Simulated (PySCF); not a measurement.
Electron correlation in Hg⁺ (mercury, charge +1)

[Xe] 4f14 5d9 6s2, 2D determinant (an excited configuration). Calculation: PySCF 2.14, in x2c-TZVPPall with one added diffuse shell each of s, p, d, f type (12s8p8d4f1g, 113 functions); the spin-free X2C one-electron Hamiltonian (Gaussian nucleus). Frozen: [Xe] 4f14; 11 electrons correlated.

```csv
level,correlation energy (mhartree)
CCSD,-336.50
(T),-11.63
CCSD(T),-348.13
```

Diagnostics: T1 = 0.0094, D1 = 0.0307, largest double amplitude 0.058.

Task: Is a single reference adequate?

Result: Yes, within this model without spin-orbit coupling: T1 lies below 0.03 and no double amplitude reaches 0.07.
